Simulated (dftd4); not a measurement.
C4H11Ge (SMILES [CH2]C(C)[CH2][GeH3]), doublet, geometry from GFN2-xTB; D4 for hf run with dftd4.

Here is a job for dftd4.
```
$ dftd4 mol.xyz --func hf --charge 0 --json dftd4.json --noedisp --grad

# file mol.xyz
16

C     -2.64509331    -0.82276541    -0.81047347
C     -1.42095029    -0.01714804    -0.67035448
C     -1.68742994     1.30634504     0.03801803
C     -0.36712574    -0.84309364     0.10748349
Ge     1.38766062     0.04858949     0.28047059
H     -3.42863532    -0.74836609    -0.08099224
H     -2.68584290    -1.62846416    -1.51839678
H     -0.99803285     0.18557672    -1.66427522
H     -2.44732141     1.87474809    -0.49348440
H     -2.03392437     1.12874667     1.05412618
H     -0.77504129     1.90166158     0.08030528
H     -0.75677919    -1.07860124     1.09974964
H     -0.21655203    -1.79553859    -0.40591313
H      1.42513809     1.07730803     1.36588330
H      2.46336539    -0.94465778     0.59334479
H      1.77208197     0.73269508    -0.99344755
```

It wrote (shortened):

```
                    ____  _____ _____     ____  _  _
      -------------|  _ \|  ___|_   _|---|  _ \| || |------------
     |             | | | | |_    | | ___ | | | | || |_           |
     |             | |_| |  _|   | ||___|| |_| |__   _|          |
     |             |____/|_|     |_|     |____/   |_|            |
     |             ===================================           |
     |            E. Caldeweyher, S. Ehlert & S. Grimme          |
     |          Mulliken Center for Theoretical Chemistry        |
     |                    University of Bonn                     |
      -----------------------------------------------------------

Rational (Becke-Johnson) damping: hf-D4-ATM
---------------------
  s6         1.0000
  s8         1.6168
  s9         1.0000
  a1         0.4496
  a2         3.3574
 alp        16.0000
--------------------

Dispersion energy:      -4.4891740672151E-02 Eh

Gradient norm:           5.1933621461152E-03 Eh/a0
--------------------------------------------------
     #    Z           dE/dx      dE/dy      dE/dz
--------------------------------------------------
     1    6 C    -1.785E-03 -1.097E-03 -8.676E-04
     2    6 C    -5.363E-04 -2.317E-05 -6.006E-04
     3    6 C    -9.331E-04  2.000E-03  2.834E-04
     4    6 C     5.157E-04 -1.427E-03  3.641E-04
     5   32 Ge    2.941E-03 -1.272E-04  5.567E-04
     6    1 H    -6.133E-04 -3.207E-04 -3.671E-05
     7    1 H    -4.374E-04 -3.179E-04 -2.867E-04
     8    1 H    -1.920E-04  4.951E-05 -5.664E-04
     9    1 H    -1.999E-04  5.754E-04  2.262E-05
    10    1 H    -3.397E-04  5.891E-04  3.969E-04
    11    1 H    -3.428E-04  7.239E-04  5.219E-05
    12    1 H     1.760E-04 -4.825E-04  4.468E-04
    13    1 H     2.518E-04 -4.940E-04  3.857E-05
    14    1 H     4.523E-04  2.847E-04  4.066E-04
    15    1 H     4.605E-04 -1.619E-04  1.063E-04
    16    1 H     5.820E-04  2.291E-04 -3.162E-04
--------------------------------------------------

Virial:
--------------------------------------------------
      component           x          y          z
--------------------------------------------------
          x       3.494E-02 -8.892E-04  7.184E-03
          y      -8.892E-04  2.010E-02  2.548E-03
          z       7.184E-03  2.548E-03  8.527E-03
--------------------------------------------------

[Info] Dispersion results written to 'dftd4.txt'
[Info] JSON dump of results written to 'dftd4.json'
```
